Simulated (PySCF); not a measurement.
## Si4H12N3F

Si4H12N3F is a molecule, neutral, singlet. The structure, one conformer, was relaxed in the gas phase by PBE0-D3(BJ)/def2-SVP. No frequency run checks that it is a minimum.

SMILES: F[Si](N[SiH3])(N[SiH3])N[SiH3]

Coordinates in Å:
```
Si1     1.306    0.268    2.173
N2      1.396   -0.747    0.751
Si3     0.913   -0.242   -0.817
N4      0.584    1.443   -0.789
Si5    -1.016    2.130   -0.960
N6     -0.505   -1.092   -1.275
Si7    -1.439   -2.095   -0.187
F8      2.100   -0.547   -1.885
H9     -0.076    0.791    2.383
H10     2.237    1.437    2.113
H11     1.696   -0.584    3.337
H12     1.837   -1.655    0.863
H13     1.362    2.096   -0.769
H14    -1.602    1.910   -2.319
H15    -0.883    3.601   -0.738
H16    -1.961    1.560    0.046
H17    -0.791   -1.084   -2.250
H18    -0.698   -3.317    0.258
H19    -1.849   -1.338    1.033
H20    -2.657   -2.529   -0.934
```

Shieldings: GIAO PBE0/pcSseg-1. Shifts are against computed references at the same level: H TMS (σ 31.27 ppm), Si TMS (σ 352.0 ppm). Core levels by delta-SCF with SCAN, pcX-2 on the ionised atom and pcseg-1 elsewhere, spin-free X2C (2p3/2 is the spin-free 2p value less a third of a first-order spin-orbit splitting); from the vacuum level, for chosen atoms.

Problem. Give the NMR and core-level values of the distinct atoms.

Solution. 
| atoms | bonded to | σ (ppm) | δ (ppm) | core level (eV) |
| --- | --- | --- | --- | --- |
| Si1 Si5 Si7 | 1 N + 3 H | 406.8 | -54.8 | 2p3/2 107.11 |
| N2 N4 N6 | 2 Si + 1 H | 244.6 | - | 1s 404.34 |
| Si3 | 1 F + 3 N | 394.2 | -42.2 | 2p3/2 108.00 |
| F8 | 1 Si | 304.3 | - | 1s 691.90 |
| H9 H10 H11 | 1 Si | 26.62 | 4.65 | - |
| H12 H13 H17 | 1 N | 30.77 | 0.49 | - |
| H14 H15 H16 | 1 Si | 26.62 | 4.65 | - |
| H18 H19 H20 | 1 Si | 26.62 | 4.65 | - |

Values are those of this one static structure, with the three H of a rotating XH3 group averaged; atoms that internal rotation interchanges would show their mean in an NMR spectrum.

Problem. Which of Si1, Si3 holds its core electrons tightest, and by how much against the loosest?

Solution. Si3 (bonded to 1 F + 3 N), by 0.89 eV over Si1 (bonded to 1 N + 3 H).

Problem. By CAM-B3LYP/def2-SVPD (TDDFT singlets, Tamm-Dancoff triplets, ionisation by delta-SCF), where does absorption start, and what does vertical ionisation take?

Solution. The lowest singlet lies at 6.82 eV (f 0.016), the strongest of the first 6 at 7.79 eV (f 0.029), the lowest triplet at 6.49 eV; vertical ionisation takes 9.88 eV.

The 3 runs behind this took 3.8 min in all, one thread each of AMD EPYC 9R45 96-Core on a shared host, launched as `OMP_NUM_THREADS=1 python cluster_run.py task.json out`.
